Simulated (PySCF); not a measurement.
An unknown is described by computed data only.

Elements present: C, H, N and Si. Monoisotopic mass: 119.0587 u.

- UV, strongest line: among the 10 lowest singlet transitions: S3 at 6.67 eV (186 nm, f = 0.024) [TDDFT PBE0/def2-SVPD]
- Polarisability: 103.9 au [PBE0/def2-SVPD]
- Rotational structure: rotational constants A, B, C: 9.881, 0.651, 0.629 GHz [PBE0-D3(BJ)/def2-SVP]
- 13C NMR: chemical shifts (computed TMS as zero) by class: 32.7 (1 C), 9.1 (1 C), 1.5 (1 C) ppm [GIAO B97-2/pcSseg-1]
- XPS: Si2p3/2 106.4, Si2p3/2 106.4, C1s 290.1, C1s 290.2, C1s 291.6, N1s 404.3, Si1s 1846.2, Si1s 1846.2 eV [ΔSCF SCAN, pcX-2 on the ionised atom, pcseg-1 elsewhere, spin-free X2C, 2p3/2 from a spin–orbit splitting computed afterwards within the 2p shell]
- UV, first state: lowest singlet excitation: 5.82 eV (213 nm, f = 0.002) [TDDFT PBE0/def2-SVPD]

Electronic properties: PySCF, gas phase, density fitting. Levels stand in brackets. The structure is a single PBE0-D3(BJ)/def2-SVP conformer in the gas phase; no vibrational or solvent corrections. NMR classes are plain means over equivalent atoms (diastereotopic ones count apart unless rotation or inversion swaps them), as if these changed places fast.

Problem. Which formula fits the mass and the elements?

Solution. C3H13NSi2 (calculated 119.0587). No other formula that holds each of these elements comes within 0.0003 u with a fitting electron parity and a possible valence count.

Problem. Give a SMILES that accounts for the data.

Solution. Numbering: `[CH3:1][NH:2][SiH2:3][CH2:4][CH2:5][SiH3:6]`. Its formula, C3H13NSi2, gives 0 degrees of unsaturation, so no ring and no π bond. 3 carbons fall into 3 classes; from least to most shielded: N-methyl carbon [C1] (32.7 ppm), sp3 carbon bound to silicon [C4] (9.1 ppm), sp3 carbon bound to silicon [C5] (1.5 ppm). The core levels belong to: Si2p3/2 106.4 eV, SiH2 silicon [Si3]; Si2p3/2 106.4 eV, SiH3 silicon [Si6]; C1s 290.1 eV, sp3 carbon bound to silicon [C4]; C1s 290.2 eV, sp3 carbon bound to silicon [C5]; C1s 291.6 eV, N-methyl carbon [C1]; N1s 404.3 eV, silicon-bound nitrogen [N2]; Si1s 1846.2 eV, SiH3 silicon [Si6]; Si1s 1846.2 eV, SiH2 silicon [Si3]. The optimised geometry has point group C1 and is an asymmetric top. Structure: `CN[SiH2]CC[SiH3]`. Computed isomers that give other values at the same levels: `CC(C)N([SiH3])[SiH3]` (rotational constant A: 2.338 GHz; this holds for the one conformer computed); `CCCN([SiH3])[SiH3]` (rotational constant A: 2.706 GHz; this holds for the one conformer computed); `CC(C)N[SiH2][SiH3]` (rotational constant A: 4.798 GHz; this holds for the one conformer computed). The assignments are read from this structure; whether some other isomer fits the data as well wasn't checked.

Shape of the structure used: `[CH3:1][NH:2][SiH2:3][CH2:4][CH2:5][SiH3:6]`: C1–N2–Si3–C4 165°, N2–Si3–C4–C5 -179°, Si3–C4–C5–Si6 -179°.
